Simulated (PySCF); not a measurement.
## Nonlinear optical response: `Cc1ccc(O)cc1`, C$_{7}$H$_{8}$O

Geometry:
```json
{"atom": "C1", "x (Å)": "-2.377", "y (Å)": "-0.069", "z (Å)": "0.358"}
{"atom": "C2", "x (Å)": "-0.891", "y (Å)": "-0.145", "z (Å)": "0.160"}
{"atom": "C3", "x (Å)": "-0.009", "y (Å)": "0.509", "z (Å)": "1.026"}
{"atom": "C4", "x (Å)": "1.370", "y (Å)": "0.469", "z (Å)": "0.829"}
{"atom": "C5", "x (Å)": "1.904", "y (Å)": "-0.235", "z (Å)": "-0.253"}
{"atom": "O6", "x (Å)": "3.233", "y (Å)": "-0.310", "z (Å)": "-0.491"}
{"atom": "C7", "x (Å)": "1.039", "y (Å)": "-0.899", "z (Å)": "-1.127"}
{"atom": "C8", "x (Å)": "-0.334", "y (Å)": "-0.849", "z (Å)": "-0.916"}
{"atom": "H9", "x (Å)": "-2.881", "y (Å)": "-0.973", "z (Å)": "-0.016"}
{"atom": "H10", "x (Å)": "-2.638", "y (Å)": "0.047", "z (Å)": "1.420"}
{"atom": "H11", "x (Å)": "-2.811", "y (Å)": "0.790", "z (Å)": "-0.180"}
{"atom": "H12", "x (Å)": "-0.406", "y (Å)": "1.064", "z (Å)": "1.881"}
{"atom": "H13", "x (Å)": "2.037", "y (Å)": "0.987", "z (Å)": "1.525"}
{"atom": "H14", "x (Å)": "3.704", "y (Å)": "0.188", "z (Å)": "0.186"}
{"atom": "H15", "x (Å)": "1.464", "y (Å)": "-1.453", "z (Å)": "-1.966"}
{"atom": "H16", "x (Å)": "-0.995", "y (Å)": "-1.377", "z (Å)": "-1.609"}
```

Computed with PySCF 2.14.0, quadratic response CAM-B3LYP/aug-cc-pVDZ first hyperpolarisability, Taylor convention, gas phase. Geometry: PBE0-D3(BJ)/def2-SVP.

Problem. What is the first hyperpolarisability, and how does it disperse?

Solution. In 10⁻³⁰ esu, Taylor convention; the vector part is βᵢ = ⅓ Σⱼ (βᵢⱼⱼ + βⱼᵢⱼ + βⱼⱼᵢ); β∥ is 3/5 of the vector part along the dipole, the dipole points from − to +:
```
                   process  λ (nm)  β vector norm     β∥  β HRS  depolarisation ratio
           static β(0;0,0)       ∞           1.86  -0.41   0.75                  5.38
second harmonic β(−2ω;ω,ω)    1907           1.95  -0.43   0.79                  5.39
         Pockels β(−ω;ω,0)    1907           1.89  -0.42      –                     –
second harmonic β(−2ω;ω,ω)    1064           2.20  -0.48   0.89                  5.41
         Pockels β(−ω;ω,0)    1064           1.96  -0.44      –                     –
```

Problem. Which lowest excitations, dipole and polarisabilities go with it?

Solution. S1 4.96 eV (f = 0.038); S2 5.31 eV (f = 0.000); S3 5.74 eV (f = 0.069); dipole 1.34 D; isotropic α 88.0 au static, 88.4 au at 1907 nm, 89.1 au at 1064 nm, 89.4 au at 953.5 nm, 92.7 au at 532 nm.
